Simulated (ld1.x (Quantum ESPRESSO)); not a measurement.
## Transferability test, TM potential for O (Z = 8)

oxygen (O), norm-conserving Troullier–Martins (Kleinman–Bylander form), made with ld1.x (Quantum ESPRESSO) 7.5 (BP86, non-relativistic). Core [He], reference 2s2 2p4. Waves: 2s (bound): rc 0.90 bohr; 2p (bound): rc 2.20 bohr; 3d channel at 0.15 Ry: rc 2.25 bohr. Local part: the d channel. Core correction: Bessel-smoothed model core, default radius (core density twice the valence density).

Energies are relative to the spin-unpolarised reference configuration 2s2 2p4; without spin polarisation the order of configurations can differ from experiment.

Task: Give the all-electron excitation energy and the error of the potential for: 2s2 2p3; 2s2 2p2; 2s2 2p1; 2s2 2p3.5; 2s2 2p0; 2s1 2p4; 2s0 2p6.

Result:

| valence configuration | charge | ΔE all-electron (eV) | error AE − PS (meV) |
| --- | --- | --- | --- |
| 2s2 2p3 | +1 | 16.529 | +120 |
| 2s2 2p2 | +2 | 50.204 | +921 |
| 2s2 2p1 | +3 | 104.143 | +3339 |
| 2s2 2p3.5 | +0.5 | 6.336 | +20 |
| 2s2 2p0 | +4 | 181.050 | +8609 |
| 2s1 2p4 | +1 | 31.709 | -191 |
| 2s0 2p6 | 0 | 29.820 | -134 |
